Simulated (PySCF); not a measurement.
Simulation results for BFH₅Si₂, BFH₃Si, BFH₂Si, B₂ClFH and others

Calculation on a computer-drawn molecule: the log of a Hartree-Fock and frozen-core CCSD(T) single point meant for a local Hartree-Fock minimum, with one planted fault or none, to be diagnosed. Offsets are logged minus clean, where the clean run is the same molecule without the fault. The reference is restricted for singlets and unrestricted otherwise, and also for a bond in bohr or an excited solution. Adding or removing an electron swaps singlet and doublet. The excited solution moves the top pair (singlet) or top alpha electron (doublet) to the lowest empty orbital. Highest occupied and lowest empty are orbital energies over both spins, largest force is the largest gradient component, triples share is (T) over the correlation energy, the T1 limit is 0.02 restricted and 0.045 unrestricted, electrons count all cores, a negative frequency is imaginary (commonest isotopes), and the dipole is about the centre of nuclear charge. Program: PySCF 2.14.0.

Common to all runs: logged SCF converged yes; possible faults no fault, one electron removed, one electron added, multiplicity raised by two, geometry at a saddle point, SCF held on an excited solution, minimal basis STO-3G, one bond length entered in bohr, all coordinates scaled.

(1) 
```xyz
9
formula=BFH5Si2 meant_charge=1 meant_multiplicity=1 meant_basis=cc-pV(D+d)Z logged_electrons=46 logged_basis_functions=99 logged_spin_squared=2.0355 logged_highest_occupied=-13.688 logged_lowest_empty=-8.0484 logged_largest_force=0.041625 logged_T1_diagnostic=0.02981 logged_D1_diagnostic=0.16014 logged_triples_share=0.027102 logged_CC_converged=yes logged_dipole_magnitude=2.8396 logged_SCF_stable_within_its_kind=yes logged_energy_HF=-704.55596 logged_energy_CCSD(T)=-705.06347 planted_fault=multiplicity_raised_by_two HF_energy_offset_from_clean_run=58.19 CCSD(T)_energy_offset_from_clean_run=57.23
F     -2.3410     0.0096     0.4228
B     -1.1880    -0.0642    -0.1865
Si     0.4728     0.3296     0.9998
Si     1.4928     2.4489     1.5401
H     -1.0851    -0.3296    -1.3413
H      1.1102    -0.8760     1.5635
H      1.4355     2.4809     3.0098
H      2.8531     2.3098     0.9965
H      0.6782     3.4748     0.8771
```

Units: logged_highest_occupied, logged_lowest_empty in eV; logged_largest_force in hartree/bohr; logged_dipole_magnitude in debye; logged_energy_HF, logged_energy_CCSD(T) in hartree; HF_energy_offset_from_clean_run, CCSD(T)_energy_offset_from_clean_run in kcal/mol.

Drawn bonds:
```
atom  other atom  order
   1           2      1
   2           3      1
   3           4      1
   2           5      1
   3           6      1
   4           7      1
   4           8      1
   4           9      1
```

(2) 
```xyz
6
formula=BFH3Si meant_charge=0 meant_multiplicity=2 meant_basis=cc-pV(D+d)Z logged_electrons=30 logged_basis_functions=66 logged_spin_squared=0 logged_highest_occupied=-18.155 logged_lowest_empty=-7.3561 logged_largest_force=0.062538 logged_T1_diagnostic=0.018697 logged_D1_diagnostic=0.059323 logged_triples_share=0.022096 logged_CC_converged=yes logged_dipole_magnitude=5.2756 logged_SCF_stable_within_its_kind=yes logged_energy_HF=-414.51023 logged_energy_CCSD(T)=-414.89656 planted_fault=one_electron_removed HF_energy_offset_from_clean_run=185.8 CCSD(T)_energy_offset_from_clean_run=192.7
F     -1.7175     0.3326    -0.4332
B     -1.0882     0.9434    -1.4356
Si     0.6997     1.8069    -1.1243
H     -1.6616     1.0075    -2.4878
H      1.5247     1.3510     0.0149
H      1.5209     2.0750    -2.3245
```

Units: logged_highest_occupied, logged_lowest_empty in eV; logged_largest_force in hartree/bohr; logged_dipole_magnitude in debye; logged_energy_HF, logged_energy_CCSD(T) in hartree; HF_energy_offset_from_clean_run, CCSD(T)_energy_offset_from_clean_run in kcal/mol.

Drawn bonds:
```
atom  other atom  order
   1           2      1
   2           3      1
   2           4      1
   3           5      1
   3           6      1
```

(3) 
```xyz
5
formula=BFH2Si meant_charge=0 meant_multiplicity=1 meant_basis=cc-pV(D+d)Z logged_electrons=30 logged_basis_functions=61 logged_spin_squared=0 logged_highest_occupied=-7.3701 logged_lowest_empty=0.036265 logged_largest_force=1.668e-05 logged_lowest_frequency=-816.62 logged_T1_diagnostic=0.018594 logged_D1_diagnostic=0.054024 logged_triples_share=0.028424 logged_CC_converged=yes logged_dipole_magnitude=2.3426 logged_SCF_stable_within_its_kind=yes logged_energy_HF=-414.13277 logged_energy_CCSD(T)=-414.53289 planted_fault=geometry_at_a_saddle_point HF_energy_offset_from_clean_run=37.84 CCSD(T)_energy_offset_from_clean_run=32.78
F      1.7831     0.7288     0.0000
B      0.7873    -0.1627     0.0000
Si    -1.0582     0.2953     0.0000
H      0.9982    -1.3409     0.0000
H     -2.5103     0.4795     0.0000
```

Units: logged_highest_occupied, logged_lowest_empty in eV; logged_largest_force in hartree/bohr; logged_lowest_frequency in cm⁻¹; logged_dipole_magnitude in debye; logged_energy_HF, logged_energy_CCSD(T) in hartree; HF_energy_offset_from_clean_run, CCSD(T)_energy_offset_from_clean_run in kcal/mol.

Drawn bonds:
```
atom  other atom  order
   1           2      1
   2           3      1
   2           4      1
   3           5      1
```

(4) 
```xyz
5
formula=B2ClFH meant_charge=1 meant_multiplicity=1 meant_basis=cc-pV(D+d)Z logged_electrons=36 logged_basis_functions=70 logged_spin_squared=0 logged_highest_occupied=-17.958 logged_lowest_empty=-6.0228 logged_largest_force=3.548e-05 logged_lowest_frequency=125.93 logged_T1_diagnostic=0.019575 logged_D1_diagnostic=0.06373 logged_triples_share=0.027541 logged_CC_converged=yes logged_dipole_magnitude=3.9088 logged_SCF_stable_within_its_kind=yes logged_energy_HF=-608.65676 logged_energy_CCSD(T)=-609.16096 planted_fault=no_fault HF_energy_offset_from_clean_run=0 CCSD(T)_energy_offset_from_clean_run=0
F     -0.5600    -0.2300     2.0289
B     -0.1045    -0.0123     0.9170
B      0.5557     0.3194    -0.6827
Cl     1.0238     1.9294    -0.9452
H      0.6221    -0.5862    -1.4392
```

Units: logged_highest_occupied, logged_lowest_empty in eV; logged_largest_force in hartree/bohr; logged_lowest_frequency in cm⁻¹; logged_dipole_magnitude in debye; logged_energy_HF, logged_energy_CCSD(T) in hartree; HF_energy_offset_from_clean_run, CCSD(T)_energy_offset_from_clean_run in kcal/mol.

Drawn bonds:
```
atom  other atom  order
   1           2      1
   2           3      1
   3           4      1
   3           5      1
```

(5) 
```xyz
3
formula=BClF meant_charge=1 meant_multiplicity=1 meant_basis=cc-pV(D+d)Z logged_electrons=30 logged_basis_functions=51 logged_spin_squared=1.0133 logged_highest_occupied=-18.056 logged_lowest_empty=-8.3717 logged_largest_force=0.013324 logged_T1_diagnostic=0.027343 logged_D1_diagnostic=0.12476 logged_triples_share=0.022866 logged_CC_converged=yes logged_dipole_magnitude=4.5674 logged_SCF_stable_within_its_kind=yes logged_energy_HF=-583.22359 logged_energy_CCSD(T)=-583.59983 planted_fault=one_bond_length_entered_in_bohr,row_2_of_the_drawn_bonds HF_energy_offset_from_clean_run=100.5 CCSD(T)_energy_offset_from_clean_run=125.6
F     -2.1511     0.9539     1.0170
B     -1.5513     1.1860    -0.0297
Cl    -0.0667     1.7607    -2.6210
```

Units: logged_highest_occupied, logged_lowest_empty in eV; logged_largest_force in hartree/bohr; logged_dipole_magnitude in debye; logged_energy_HF, logged_energy_CCSD(T) in hartree; HF_energy_offset_from_clean_run, CCSD(T)_energy_offset_from_clean_run in kcal/mol.

Drawn bonds:
```
atom  other atom  order
   1           2      1
   2           3      1
```

(6) 
```xyz
3
formula=BClF meant_charge=1 meant_multiplicity=1 meant_basis=cc-pV(D+d)Z logged_electrons=30 logged_basis_functions=51 logged_spin_squared=0 logged_highest_occupied=-11.039 logged_lowest_empty=-15.723 logged_largest_force=0.13385 logged_CC_converged=no logged_dipole_magnitude=6.8652 logged_SCF_stable_within_its_kind=no logged_energy_HF=-582.55732 planted_fault=SCF_held_on_an_excited_solution HF_energy_offset_from_clean_run=518.6
F     -2.1511     0.9539     1.0170
B     -1.5513     1.1860    -0.0297
Cl    -0.7657     1.4901    -1.4010
```

Units: logged_highest_occupied, logged_lowest_empty in eV; logged_largest_force in hartree/bohr; logged_dipole_magnitude in debye; logged_energy_HF in hartree; HF_energy_offset_from_clean_run in kcal/mol.

Drawn bonds:
```
atom  other atom  order
   1           2      1
   2           3      1
```

Notes: CCSD not converged.

(7) 
```xyz
7
formula=AlB2FH3 meant_charge=1 meant_multiplicity=1 meant_basis=cc-pV(D+d)Z logged_electrons=34 logged_basis_functions=80 logged_spin_squared=0 logged_highest_occupied=-12.646 logged_lowest_empty=-9.0925 logged_largest_force=0.15313 logged_CC_converged=no logged_dipole_magnitude=4.346 logged_SCF_stable_within_its_kind=no logged_energy_HF=-391.92993 planted_fault=SCF_held_on_an_excited_solution HF_energy_offset_from_clean_run=157.8
F     -1.7677     2.6827    -4.7006
B     -0.8148     2.1507    -4.1377
B      0.4480     1.4371    -3.2435
Al     0.5596     1.2500    -1.0473
H      1.3162     1.0242    -3.9540
H      1.2579     2.4573    -0.3424
H     -0.0649    -0.0698    -0.4903
```

Units: logged_highest_occupied, logged_lowest_empty in eV; logged_largest_force in hartree/bohr; logged_dipole_magnitude in debye; logged_energy_HF in hartree; HF_energy_offset_from_clean_run in kcal/mol.

Drawn bonds:
```
atom  other atom  order
   1           2      1
   2           3      1
   3           4      1
   3           5      1
   4           6      1
   4           7      1
```

Notes: CCSD not converged.

(8) 
```xyz
7
formula=AlB2FH3 meant_charge=1 meant_multiplicity=1 meant_basis=cc-pV(D+d)Z logged_electrons=34 logged_basis_functions=80 logged_spin_squared=1.0158 logged_highest_occupied=-12.927 logged_lowest_empty=-5.6917 logged_largest_force=0.014248 logged_T1_diagnostic=0.046716 logged_D1_diagnostic=0.23685 logged_triples_share=0.030142 logged_CC_converged=yes logged_dipole_magnitude=0.67668 logged_SCF_stable_within_its_kind=yes logged_energy_HF=-392.09153 logged_energy_CCSD(T)=-392.51205 planted_fault=one_bond_length_entered_in_bohr,row_6_of_the_drawn_bonds HF_energy_offset_from_clean_run=56.42 CCSD(T)_energy_offset_from_clean_run=63.93
F     -1.7677     2.6827    -4.7006
B     -0.8148     2.1507    -4.1377
B      0.4480     1.4371    -3.2435
Al     0.5596     1.2500    -1.0473
H      1.3162     1.0242    -3.9540
H      1.2579     2.4573    -0.3424
H     -0.6205    -1.2440     0.0052
```

Units: logged_highest_occupied, logged_lowest_empty in eV; logged_largest_force in hartree/bohr; logged_dipole_magnitude in debye; logged_energy_HF, logged_energy_CCSD(T) in hartree; HF_energy_offset_from_clean_run, CCSD(T)_energy_offset_from_clean_run in kcal/mol.

Drawn bonds:
```
atom  other atom  order
   1           2      1
   2           3      1
   3           4      1
   3           5      1
   4           6      1
   4           7      1
```

Notes: T1 above single-reference limit.

(9) 
```xyz
5
formula=BF3H meant_charge=-1 meant_multiplicity=1 meant_basis=aug-cc-pVDZ logged_electrons=34 logged_basis_functions=101 logged_spin_squared=0 logged_highest_occupied=1.8395 logged_lowest_empty=-7.1189 logged_largest_force=0.26805 logged_CC_converged=no logged_dipole_magnitude=15.59 logged_SCF_stable_within_its_kind=no logged_energy_HF=-323.00037 planted_fault=SCF_held_on_an_excited_solution HF_energy_offset_from_clean_run=516.2
F     -0.0380    -0.3794    -0.7454
B      1.3755    -0.3293    -0.8957
F      1.6847     0.7326    -1.7901
F      1.9409    -0.0151     0.3711
H      1.8122    -1.4036    -1.3191
```

Units: logged_highest_occupied, logged_lowest_empty in eV; logged_largest_force in hartree/bohr; logged_dipole_magnitude in debye; logged_energy_HF in hartree; HF_energy_offset_from_clean_run in kcal/mol.

Drawn bonds:
```
atom  other atom  order
   1           2      1
   2           3      1
   2           4      1
   2           5      1
```

Notes: CCSD not converged; highest electron not bound in this basis.

(10) 
```xyz
7
formula=B2ClFH3 meant_charge=-1 meant_multiplicity=1 meant_basis=aug-cc-pV(D+d)Z logged_electrons=40 logged_basis_functions=128 logged_spin_squared=0 logged_highest_occupied=-5.073 logged_lowest_empty=3.7755 logged_largest_force=3.266e-05 logged_lowest_frequency=81.106 logged_T1_diagnostic=0.014307 logged_D1_diagnostic=0.041722 logged_triples_share=0.028867 logged_CC_converged=yes logged_dipole_magnitude=4.3399 logged_SCF_stable_within_its_kind=yes logged_energy_HF=-610.15774 logged_energy_CCSD(T)=-610.77419 planted_fault=no_fault HF_energy_offset_from_clean_run=0 CCSD(T)_energy_offset_from_clean_run=0
F      1.1862    -0.2383     1.3454
B      0.3664     0.9467     1.0246
B     -1.2187     0.4879     0.5409
Cl    -2.4798     1.7595     0.0690
H      0.9034     1.5888     0.1023
H      0.2856     1.6821     2.0269
H     -1.7205    -0.6070     0.4399
```

Units: logged_highest_occupied, logged_lowest_empty in eV; logged_largest_force in hartree/bohr; logged_lowest_frequency in cm⁻¹; logged_dipole_magnitude in debye; logged_energy_HF, logged_energy_CCSD(T) in hartree; HF_energy_offset_from_clean_run, CCSD(T)_energy_offset_from_clean_run in kcal/mol.

Drawn bonds:
```
atom  other atom  order
   1           2      1
   2           3      1
   3           4      1
   2           5      1
   2           6      1
   3           7      1
```
